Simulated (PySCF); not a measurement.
Magnetic shielding above rings: a mixed set.

NICS = −σ at a ghost point: NICS(0) at the centroid of the ring atoms, NICS(1) 1 Å to either side along the normal of their mean plane, zz for the tensor component along that normal. Level: GIAO PBE0/pcSseg-1 (PySCF, non-relativistic, gas phase) on the GFN2-xTB geometries, one conformer each. Atom numbers follow the mapped SMILES.

Question: Order these rings by mean NICS(1)zz, lowest (most negative) first (ppm).
A. ring C3–C4–C5–N9–N10–N11 in `[N:1]#[C:2][c:3]1[cH:4][c:5]([CH:6]2[CH2:7][CH2:8]2)[n:9][n:10][n:11]1`
B. ring C3–Si4–O5–C6 in `[OH:1][CH2:2][C@H:3]1[SiH2:4][O:5][C:6]1=[S:7]`
C. ring C2–C3–C4–N7–O8 in `[CH3:1][c:2]1[cH:3][c:4]([CH2:5][F:6])[n:7][o:8]1`
D. ring C4–C5–C6–O7–C8 in `[NH2:1][C:2](=[O:3])[C@@H:4]1[CH:5]=[CH:6][O:7][CH2:8]1`
E. ring P5–C7–C8 in `[CH3:1][C:2](=[O:3])[CH2:4][P@@:5]1(=[O:6])[CH2:7][C@@H:8]1[SiH3:9]`
F. ring C2–P3–C4–C6–C7–C8 in `[CH3:1][c:2]1[p:3][c:4]([Cl:5])[cH:6][cH:7][c:8]1[C:9]#[N:10]`
G. ring C3–C6–C7–O8 in `[CH3:1][O:2][C@@:3]1([C:4]#[N:5])[CH2:6][CH2:7][O:8]1`

Answer: C (-25.6), A (-24.5), F (-23.1), E (-10.9), D (-3.3), B (-0.1), G (3.3).

```
                         SMILES                                                     ring  NICS(0)  NICS(1)  NICS(1)zz  HOMA  rms pucker (Å)  ring atoms with four or more neighbours
                   Cc1cc(CF)no1  5-membered ring with N and O; formal bonds all aromatic    -10.6    -10.6      -25.6  0.61            0.00                                        0
             N#Cc1cc(C2CC2)nnn1      6-membered ring with 3 N; formal bonds all aromatic     -3.9    -10.9      -24.5  0.96            0.00                                        0
               Cc1pc(Cl)ccc1C#N        6-membered ring with P; formal bonds all aromatic     -7.8    -10.0      -23.1  0.90            0.00                                        0
CC(=O)C[P@@]1(=O)C[C@@H]1[SiH3]          3-membered ring with P; formal bonds all single    -23.4     -6.2      -10.9     –            0.00                                        3
            NC(=O)[C@@H]1C=COC1  5-membered ring with O; formal bonds 1 double, 4 single     -5.2     -2.7       -3.3     –            0.01                                        2
            OC[C@H]1[SiH2]OC1=S   4-membered ring with O and Si; formal bonds all single      0.5     -2.2       -0.1     –            0.01                                        2
              CO[C@@]1(C#N)CCO1          4-membered ring with O; formal bonds all single     -1.5      0.3        3.3     –            0.00                                        3
```

NICS(0) gives another order. The isotropic NICS(1) gives another order. HOMA uses Krygowski's 1993 parameters; it is left out where a ring has a four-coordinate atom, a triple bond, no multiple bond or a kind of bond without parameters. NICS(1) and NICS(1)zz are means over the two faces.
